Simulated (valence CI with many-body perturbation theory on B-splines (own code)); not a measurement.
Ladder of approximations for Ca14+

Computed by valence CI with perturbative core correlation (CI+MBPT): four valence electrons over a frozen Dirac-Fock core [He], radial functions for each j: 11 s, 11 p, 9 d, 7 f, 5 g, 2 h, 1 i, with the one-electron correlation potential Σ1, the two-electron term Σ2, the three-electron term Σ3, Breit, model QED; selected CI, second order for the rest (own B-spline code, finite nucleus).

No measured levels were compared; by estimate levels of excited configurations hold to 0.05 to 0.15 % of their energy, terms of the ground configuration to about 0.5 %.

Each rung adds one term. CI alone is the Dirac-Coulomb CI over the frozen core; QED comes last and gives the full result, which names the levels. Energies are above 2s2 2p2 3P_0 on the same rung, in cm⁻¹.

| Level | CI alone | Σ1 | Σ2 | Σ3 | Breit | QED | Full |
| --- | --- | --- | --- | --- | --- | --- | --- |
| 2s2 2p2 3P_1 | 18294 | +49 | -36 | +10 | -822 | +58 | 17553 |
| 2s2 2p2 3P_2 | 38115 | +81 | -13 | -6 | -2358 | +96 | 35914 |
| 2s2 2p2 1D_2 | 110732 | +111 | +233 | -225 | -2237 | +108 | 108721 |
| 2s2 2p2 1S_0 | 198568 | +76 | +937 | -445 | -1318 | +48 | 197865 |
| 2s 2p3 5S°_2 | 279597 | -1124 | -371 | +210 | -1281 | -1185 | 275847 |
| 2s 2p3 3D°_2 | 500748 | -1099 | -584 | -246 | -854 | -1213 | 496753 |
| 2s 2p3 3D°_1 | 501413 | -1098 | -591 | -247 | -598 | -1212 | 497667 |
| 2s 2p3 3D°_3 | 505799 | -1080 | -607 | -240 | -2380 | -1191 | 500301 |
| 2s 2p3 3P°_0 | 585268 | -1060 | -311 | -370 | -412 | -1191 | 581924 |
| 2s 2p3 3P°_1 | 586943 | -1054 | -351 | -370 | -993 | -1184 | 582991 |
| 2s 2p3 3P°_2 | 590229 | -1041 | -362 | -367 | -1444 | -1168 | 585847 |
| 2s 2p3 3S°_1 | 736538 | -1120 | -3130 | -861 | -870 | -1259 | 729298 |
| 2s 2p3 1D°_2 | 736884 | -1067 | -2016 | -768 | -1728 | -1215 | 730090 |
| 2s 2p3 1P°_1 | 821113 | -1033 | -1840 | -898 | -1268 | -1197 | 814877 |
| 2p4 3P_2 | 1116530 | -2256 | -2854 | -758 | -301 | -2517 | 1107850 |
| 2p4 3P_1 | 1143190 | -2199 | -2851 | -756 | -747 | -2448 | 1134190 |
| 2p4 3P_0 | 1149390 | -2196 | -2832 | -760 | -819 | -2445 | 1140340 |
| 2p4 1D_2 | 1204710 | -2187 | -2508 | -755 | -1278 | -2461 | 1195520 |
| 2p4 1S_0 | 1359370 | -2074 | -2360 | -920 | -131 | -2378 | 1351500 |

The middle columns are the shifts that each term adds.

(1) How does the ionisation energy move along the ladder, and which term matters most?

## Answers

(1) CI alone 894.85, + Σ1 895.12, + Σ2 895.10, + Σ3 895.04, + Breit 894.67, + QED 894.68 eV. The largest step is Breit, -0.37 eV. NIST lists 894 ± 0.4 eV (semi-empirical).
